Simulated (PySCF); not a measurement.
C₂H₇Al, SMILES [CH3][AlH][CH3].

Coordinates come from a ωB97X-D3(BJ)/def2-SVP optimisation. The isomer is the one that the SMILES or the coordinates give; other isomers of the formula were not compared.

Two levels are set side by side: PBE/def2-TZVPD (PySCF) and PBE0/def2-TZVPD (PySCF). Same geometry, gas phase. Differences are taken from unrounded values.

| quantity | PBE0 |
|---|---|
| orbital gap (eV) | 6.94 |
| highest occupied level (eV) | -7.78 |
| lowest empty level (eV) | -0.84 |
| dipole moment (D) | 0.65 |
| mean polarisability (bohr³) | 55.8 |

Problem. What does PBE give, and how far is it from PBE0? (An estimate is asked for; the answer gives what the named calculation found.)

Solution. 
| quantity | PBE | PBE minus PBE0 |
|---|---|---|
| orbital gap (eV) | 4.89 | -2.04 |
| highest occupied level (eV) | -6.51 | 1.26 |
| lowest empty level (eV) | -1.62 | -0.78 |
| dipole moment (D) | 0.68 | 0.02 |
| mean polarisability (bohr³) | 58.5 | 2.7 |

Without exact exchange PBE keeps part of each electron's self-repulsion, which lifts occupied levels and narrows the gap. PBE's more diffuse valence density responds more strongly to a field. Differences between two approximate levels are no errors against the true value.

Rough cost on one machine, each run with all the roots and properties that it gave: PBE0 against PBE within a factor of 2.
